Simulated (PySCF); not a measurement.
Molecule: `Oc1cccc(Cl)c1`, C$_{6}$H$_{5}$ClO.

Atom-mapped SMILES (the numbers label the heavy atoms): `[OH:1][c:2]1[cH:3][cH:4][cH:5][c:6]([Cl:7])[cH:8]1`. Hydrogens are named by the atom that carries them.

Geometry PBE0-D3(BJ)/def2-SVP throughout; GIAO in PySCF 2.14.0 with density-fitted response routines, gas phase, one conformer, non-relativistic; equivalent atoms averaged; functional PBE0.

For orientation, 6-31G gives these absolute shieldings σ: O1 214.7, C6 61.5, C4 72.7, C5 82.0, C8 88.5, Cl7 761.6, H(C4) 25.35, H(C5) 25.85, H(C8) 26.53 ppm.

A run gave: O1 224.9, C6 54.3, C4 66.3, C5 77.6, C8 84.1, Cl7 748.8, H(C4) 24.20, H(C5) 24.61, H(C8) 25.06 ppm (absolute shieldings σ).

Problem. Which basis set was used in that run?
A. pcSseg-1
B. pcSseg-0
C. cc-pVDZ
D. STO-3G

Solution. C. C4 tells them apart best: cc-pVDZ gives 66.3, pcSseg-0 gives 52.2, pcSseg-1 gives 48.0, STO-3G gives 123.0 ppm.
